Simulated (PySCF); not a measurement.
## How methods differ on the ionisation energy of Zn(2+)

Zn(2+) [Ar] 3d10 → Zn(3+) [Ar] 3d9 [3d3/2^4 3d5/2^5, M_J = 5/2], as a difference of total energies. Calculation: PySCF 2.14, in x2c-SVPall-2c (5s5p3d1f, 42 functions); the two-component X2C-1e Hamiltonian. Correlated levels: [Ne] frozen; the 6 highest virtual spinors dropped. "Screened" scales the spin-orbit matrix elements by Boettger's factors to mimic the two-electron term; Breit and QED terms are absent.

```csv
method,ionisation energy (eV),error (eV)
GHF (spin-free),37.354,-2.369
GMP2 (spin-free),39.676,-0.047
GHF (screened spin-orbit),37.211,-2.512
GMP2 (screened spin-orbit),39.534,-0.189
```

Reference: 39.723 eV (measured; NIST Atomic Spectra Database, ionization energies).

Errors of the correlated levels include the incompleteness of this basis and the frozen core.
